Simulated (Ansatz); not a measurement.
Reactions of C7H14, SMILES `CC1(C)CCCC1`.

Gas-phase electronic energies from Ansatz, PBE0-D4/def2-TZVP geometries. CBS: MP2 limit from def2 TZ/QZ plus the TZ coupled-cluster correction, frozen cores. This one scheme is used for every species, atoms too. For atomizations the MP2-based limit and the directly extrapolated one differ by several kJ/mol either way, and by 10 to 25 for some Ge, Se and Sn compounds, so smaller differences from it don't rank the levels. No spin–orbit coupling; open shells (•) take unrestricted orbitals. Spin–orbit coupling would lower the free atoms: a little for C. Elements past krypton have def2 core potentials. Bonds to Sn, Zn are less sure, by a few kJ/mol each and by 10 to 20 or more in all where they break to atoms, as the def2 sets lack core-valence functions. Scalar relativity is left out up to krypton. One conformer a species, not always the lowest.

(1) Order these by ΔE at CCSD(T)/CBS, lowest first. (Best estimate.)
A. `CC1(C)CCCC1` → `C[C@@H]1CC[C@H](C)C1`
B. `CC1(C)CCCC1` → `CC1CCCC1` + `[CH2]` (triplet)
C. `CC1(C)CCCC1` → 7 C• + 14 H•
D. `CC1(C)CCCC1` + `CC(C)[O][Zn][F]` → `CC(C)(C)[O][Zn][F]` + `CC1CCCC1`
E. `CC1(C)CCCC1` + `[NH2][Sn][SH]` → `C[S][Sn][NH2]` + `CC1CCCC1`

Largest T1 diagnostic: 0.016, for `[NH2][Sn][SH]`.

Answers

(1) D (-7.3 kJ/mol), A (+2.3 kJ/mol), E (+30.6 kJ/mol), B (+445.1 kJ/mol), C (+8600.8 kJ/mol).
